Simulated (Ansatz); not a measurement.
`O[SiH2][SiH2][ZnH]`: the same geometry under several functionals.

```yaml
crystal:
  periodic: [false, false, false]
  atoms:
    - {symbol: O, position_ang: [-1.794630, 1.312657, 0.338425]}
    - {symbol: Si, position_ang: [-0.353084, 1.306082, -0.478441]}
    - {symbol: Si, position_ang: [0.569406, -0.840008, -0.685951]}
    - {symbol: Zn, position_ang: [0.838412, -1.983601, 1.379695]}
    - {symbol: H, position_ang: [-1.777497, 1.093595, 1.270342]}
    - {symbol: H, position_ang: [-0.664341, 1.898750, -1.803760]}
    - {symbol: H, position_ang: [0.647293, 2.179113, 0.207363]}
    - {symbol: H, position_ang: [-0.280970, -1.639208, -1.618787]}
    - {symbol: H, position_ang: [1.897283, -0.668977, -1.352930]}
    - {symbol: H, position_ang: [1.001229, -2.709503, 2.747045]}
basis:
  gaussian: {orbitals: def2-TZVPP}
hamiltonian: {xc: {name: wB97X-V}}
output: {orbitals: {seedname: orbitals}}
```

```sh
$ ansatz run in.yaml --threads 4 --pin off --events-out ev --progress --plain --max-ram 10444MiB
```

Shortened log:

```
Functional definition: wB97X-V
1623 factors; their error is unknown
325 factors; integrals over basis functions are off by at most 1.4e-5 eV
mean field evaluation 1: about -66309.8240 eV, gradient 5.4e1 eV
mean field evaluation 2: about -66308.4426 eV, gradient 7.1e1 eV
mean field evaluation 4: about -66314.2199 eV, gradient 3.9e0 eV
mean field evaluation 8: about -66314.2521 eV, gradient 4.5e-2 eV
mean field evaluation 16: about -66314.3173 eV, gradient 6.6e-5 eV
mean field -66314.31729943 eV, -2437.0062112953 hartree, gradient 1.8e-5 eV, S^2 0.000000; 0 other end points of the search recorded, 0 dependent functions left out
reference -66314.31729675 eV, -2437.0062111968 hartree; 36, 36 occupied and 227, 227 virtual orbitals, 1623 factors
Total energy: -66314.31729675 eV, -2437.0062111968 hartree
```

Hardware: 4 threads of an Arm Neoverse V1 on a shared host. Wall time 12 s, peak host memory 0.97 GiB.

Changing it to `hamiltonian: {xc: pbe0, dispersion: d4}` (abridged; 7 s):

```
Functional definition: PBE0
mean field -66306.40386014 eV, -2436.7153977654 hartree, gradient 8.9e-5 eV, S^2 0.000000
Total energy: -66306.59585842 eV, -2436.7224535721 hartree
```

The same input with `hamiltonian: {xc: {name: CAM-B3LYP}, dispersion: d4}` (abridged; 7.5 s):

```
Functional definition: CAM-B3LYP
mean field evaluation 16: about -66324.7659 eV, gradient 2.3e-5 eV
mean field -66324.76590952 eV, -2437.3901906339 hartree, gradient 2.3e-5 eV, S^2 0.000000
Total energy: -66324.96537890 eV, -2437.3975209985 hartree
```

With the line `hamiltonian: {xc: r2scan, dispersion: d4}` and forces (abridged; 6 s):

```
Functional definition: r2SCAN
mean field evaluation 16: about -66319.2395 eV, gradient 4.5e-4 eV
mean field -66319.23945643 eV, -2437.1870972288 hartree, gradient 7.3e-5 eV, S^2 0.000000
Total energy: -66319.29399404 eV, -2437.1891014489 hartree
Atom 0 force    -0.055176     0.018002    -0.017429 eV/Å
Atom 1 force     0.042150     0.026986    -0.001056 eV/Å
Atom 2 force     0.029065    -0.076690     0.095298 eV/Å
Atom 3 force     0.007956    -0.035361     0.071895 eV/Å
Atom 4 force     0.000153    -0.013920     0.031206 eV/Å
Atom 5 force     0.006058    -0.008174     0.021408 eV/Å
Atom 6 force    -0.006307    -0.007118    -0.023389 eV/Å
Atom 7 force     0.010006     0.002997     0.011394 eV/Å
Atom 8 force    -0.010843    -0.010347     0.007448 eV/Å
Atom 9 force    -0.023062     0.103624    -0.196775 eV/Å
Dipole moment:     0.101650    -0.107550     0.233968 e Å
```

The same input with `hamiltonian: {xc: {name: BLYP}, dispersion: d4}` (abridged; 3 s):

```
Functional definition: BLYP
mean field evaluation 16: about -66323.6881 eV, gradient 6.8e-4 eV
mean field -66323.68814462 eV, -2437.3505835043 hartree, gradient 5.9e-5 eV, S^2 0.000000
Total energy: -66324.16315252 eV, -2437.3680397226 hartree
```

Changing it to `hamiltonian: {xc: hse06, dispersion: d4}` (abridged; 6 s):

```
Functional definition: HSE06
mean field evaluation 16: about -66305.8906 eV, gradient 4.0e-5 eV
mean field -66305.89060054 eV, -2436.6965358232 hartree, gradient 4.0e-5 eV, S^2 0.000000
Total energy: -66306.07221404 eV, -2436.7032099959 hartree
```

HSE06 is the plane-wave form, built on full-range PBE exchange.
